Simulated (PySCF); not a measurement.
Structure with atom numbers: `[SiH3:1][O:2][c:3]1[cH:4][cH:5][cH:6][s:7]1`; H(Xn) means a hydrogen on atom n.

Geometry: PBE0-D3(BJ)/def2-SVP; GIAO shifts from PySCF, gas phase, non-relativistic, averaged over equivalent atoms.

At PBE0/pcSseg-1 (163 basis functions, 25 s wall time on 1 thread of an x86-64 server CPU, shared host):
```tsv
atoms	δ (ppm)
Si1	-29.4
O2	93.5
C3	169.7
C5	130.5
C6	117.5
C4	111.9
S7	178.7
H(C5)	6.83
H(C4)	6.43
H(C6)	6.29
H(Si1)	5.02
```

δ = σ(ref) − σ, references computed at the same level: $^{29}$Si (σref 351.99) and $^{13}$C (σref 184.41) and $^{1}$H (σref 31.27) vs TMS; H2O for $^{17}$O (σref 334.56); CS2 for $^{33}$S (σref 495.66).

**Question.** Predict the values at B3LYP/pcSseg-2 on the same geometry.

**Answer.** 
| atoms | δ at B3LYP/pcSseg-2 | change |
| --- | --- | --- |
| Si1 | -39.9 | -10.5 |
| O2 | 96.7 | +3.2 |
| C3 | 177.3 | +7.6 |
| C5 | 134.1 | +3.6 |
| C6 | 121.1 | +3.6 |
| C4 | 115.1 | +3.2 |
| S7 | 216.9 | +38.2 |
| H(C5) | 6.87 | +0.04 |
| H(C4) | 6.40 | -0.03 |
| H(C6) | 6.43 | +0.14 |
| H(Si1) | 5.08 | +0.06 |

References, each an isolated molecule treated in the same way: $^{29}$Si (324.61 ppm), $^{13}$C (179.19 ppm), $^{1}$H (31.39 ppm) vs TMS; $^{17}$O (325.85 ppm) against H2O; $^{33}$S (492.20 ppm) against CS2.

The largest change is at S7 (aromatic ring sulfur). Cost: 350 basis functions, 82 s wall time on 1 thread of an x86-64 server CPU, shared host. The order of the carbon signals is the same at both levels.

Experimental scales use liquid or dissolved standards, which lie at an offset from isolated H2O (liquid H2O: subtract about 36 ppm).
